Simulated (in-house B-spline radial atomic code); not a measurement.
**Neutral potassium: [Ar] 4s1**

All numbers are computed (non-relativistic LDA VWN5, spin-polarised, spherical fractional occupations; point nucleus) with a radial B-spline atomic code at the basis-set limit, not measured.

Z_r = [3n² - l(l+1)]/(2<r>); Z_e = n√(-2ε); the last column is Slater's effective charge. Values are occupation-weighted means over spin.

```tsv
shell	electrons	ε (eV)	<r> (bohr)	Z_r	Z_e	Slater
1s	2	-3494.3	0.08174	18.35	16.03	18.70
2s	2	-349.28	0.3914	15.33	10.13	14.85
2p	6	-279.75	0.352	14.20	9.07	14.85
3s	2	-34.804	1.277	10.57	4.80	7.75
3p	6	-18.8	1.439	8.69	3.53	7.75
4s	1	-2.6178	4.839	4.96	1.75	2.20
```

The least bound orbital is 4s up at -2.618 eV, and it is also the most diffuse (<r> = 4.839 bohr).
